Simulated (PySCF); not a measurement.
## I⁺: ionisation energy

I⁺ [Kr] 4d10 5s2 5p4 (3P) → I²⁺ [Kr] 4d10 5s2 5p3 (4S), as a difference of total energies. Calculation: PySCF 2.14, in aug-cc-pVQZ-PP with ECP28MDF (7s7p5d3f2g, 92 functions); a scalar-relativistic core potential. Correlated levels: valence: 4s2 4p6 4d10 frozen. The calculations carry no spin-orbit coupling.

```csv
method,ionisation energy (eV)
UHF,17.663
MP2 (valence),18.403
SCS-MP2 (valence),18.489
CCSD (valence),18.540
CCSD(T) (valence),18.573
```

Errors of the correlated levels include the incompleteness of this basis and the frozen core.

Q: Which method comes closest to the reference value, and which is furthest?

A: The reference is 18.750 eV (measured; NIST levels, between the centres of gravity of the two terms). Closest: CCSD(T) (valence) (error -0.177 eV); furthest: UHF (error -1.087 eV).
